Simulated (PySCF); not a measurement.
SMILES C(Cl)[SiH2]Br (CH4BrClSi) at its B3LYP/def2-SVP optimised geometry (Å):

```
8

Cl     2.3195    -0.9742     0.0000
C      0.5058    -0.9742     0.0000
Si    -0.0687     0.8282     0.0000
Br    -2.3195     0.8527    -0.0073
H      0.1647    -1.5179     0.8925
H      0.1644    -1.5183    -0.8921
H      0.4066     1.5156     1.2265
H      0.4148     1.5183    -1.2217
```

Calculation: PySCF with B3LYP/def2-TZVP. Cells within 0.4 Å of a nucleus heavier than hydrogen are left out (blank, or x).

Map of the deformation density (molecule minus spherical neutral atoms) (e/bohr³) on the plane z = 0.0 Å:

```
|2222222222222222222222222|
|2222222222222222222222222|
|2222222222222222222222222|
|2222222222222222222222222|
|2222222222222222222222222|
|2222222222222222222222222|
|2222222222111222222222222|
|2222222222111222222222222|
|2222243232101211222222222|
|222123x23422x111122222222|
|22212xx2443xx101122222222|
|2222243233222311122222222|
|2222233222236742223322222|
|2222222222236952214422222|
|2222222222112xx330xx01222|
|2222222222111xx341xx01222|
|2222222222112412214421222|
|2222222222212211223322222|
|2222222222222212222222222|
|2222222222222222222222222|
|2222222222222222222222222|
|2222222222222222222222222|
|2222222222222222222222222|
|2222222222222222222222222|
|2222222222222222222222222|
```
Scale: ten equal steps from -0.025 (start of '0') to 0.075 (end of '9'), in the order '0123456789'; x runs from -4.50 to 4.50, y from -4.50 (bottom) to 4.50 (top).
